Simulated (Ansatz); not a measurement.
Job for Ansatz (an electronic-structure program): SC-NEVPT2 on SA-CASSCF(3,4)/cc-pVDZ on CF (SMILES [C]F), 2S+1 = 4, a spin state set in the input, which need not be the lowest.

Ansatz 0.2 input:
```yaml
crystal:
  periodic: [false, false, false]
  atoms:
    - {symbol: C, position_ang: [-0.00000000, -0.00000000, -0.76527822]}
    - {symbol: F, position_ang: [0.00000000, 0.00000000, 0.51018548]}
basis:
  gaussian:
    orbitals: cc-pVDZ
magnetization: {spin_polarized: false, initial_magnetization: 3}
correlation: {method: sc_nevpt2, electrons: outside_noble_gas, active_space: {window: {electrons: 3, orbitals: 4}, states: [{multiplicity: 2, weights: [1]}, {multiplicity: 4, weights: [1]}]}}
output: {orbitals: {seedname: ./end}}
```

Program output:

```
WARN ansatz: RAYON_NUM_THREADS=2 ignored (pool sized by the plan → 2); use --threads N
Functional definition: HF
integrals: 0.00 GiB planned
467 factors; integrals over basis functions are off by at most 1.3e-7 eV
mean field: 0.06 GiB planned
mean field evaluation 1: about -3728.6577 eV, gradient 1.5e1 eV
mean field evaluation 2: about -3728.6616 eV, gradient 1.5e1 eV
mean field evaluation 4: about -3730.4535 eV, gradient 2.1e0 eV
mean field evaluation 8: about -3730.4791 eV, gradient 6.0e-5 eV
mean field -3730.47912726 eV, -137.0925793172 hartree, gradient 1.2e-6 eV, S^2 3.750000; 0 other end points of the search recorded, 0 dependent functions left out
reference -3730.47912726 eV, -137.0925793172 hartree; 9, 6 occupied and 19, 22 virtual orbitals, 467 factors
configuration interaction: 0.04 GiB planned
configuration interaction: 0.00 GiB planned
state -3733.39504913 eV, -137.1997374696 hartree
state -3733.39504913 eV, -137.1997374696 hartree; corrected -3740.15349890 eV, -137.4481059174 hartree
configuration interaction: 0.00 GiB planned
state -3730.42053674 eV, -137.0904261552 hartree
state -3730.42053674 eV, -137.0904261552 hartree; corrected -3736.81902363 eV, -137.3255662114 hartree
Total energy: -3738.48626126 eV, -137.3868360644 hartree
```

The run converged. The last total energy is the mean of the averaged states.

Cost: roughly 0.8 core-seconds.
